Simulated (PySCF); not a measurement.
A survey of ²⁹Si NMR shifts

- geometry: GFN2-xTB
- shieldings: GIAO PBE0/pcSseg-1
- run in PySCF 2.14.0 with density-fitted response routines
- no relativistic terms, averaged over atoms made equivalent by symmetry, fast rotation or ring inversion, no solvent, a single conformation

Shieldings were converted by a linear fit to measured shifts: ²⁹Si: δ = 279.94 − 0.822σ (rms 8.9 ppm, 72 shifts, 25.8 ppm with the 6 outliers that the fit left out vs TMS, solution or neat liquid). Occasional misses reach two or three times the rms, and more in compound classes unlike the fitted ones.

Give the ²⁹Si shifts of `F[Si@]([SiH3])(P)CC[SiH3]`, `C=C[Si@@H]1C[C@@H]1SC(C)C`, `F[SiH2]C(F)F`, `FC[SiH2][SiH2]C[SiH2]P`.

Results:


```
                                             compound                                     environment  δ (ppm)
[F:1][Si@:2]([SiH3:3])([PH2:4])[CH2:5][CH2:6][SiH3:7]              Si2: silicon bonded to C, F, P, Si     42.8
[F:1][Si@:2]([SiH3:3])([PH2:4])[CH2:5][CH2:6][SiH3:7]                   Si7: silicon bonded to C, 3 H    -61.2
[F:1][Si@:2]([SiH3:3])([PH2:4])[CH2:5][CH2:6][SiH3:7]                  Si3: silicon bonded to Si, 3 H   -102.4
                            C=C[Si@@H]1C[C@@H]1SC(C)C  silicon bonded to 3 C, H, in a 3-membered ring   -109.9
                                         F[SiH2]C(F)F                     silicon bonded to C, F, 2 H     -6.0
   [F:1][CH2:2][SiH2:3][SiH2:4][CH2:5][SiH2:6][PH2:7]                Si6: silicon bonded to C, P, 2 H    -45.9
   [F:1][CH2:2][SiH2:3][SiH2:4][CH2:5][SiH2:6][PH2:7]               Si4: silicon bonded to C, Si, 2 H    -70.1
   [F:1][CH2:2][SiH2:3][SiH2:4][CH2:5][SiH2:6][PH2:7]               Si3: silicon bonded to C, Si, 2 H    -74.7
```
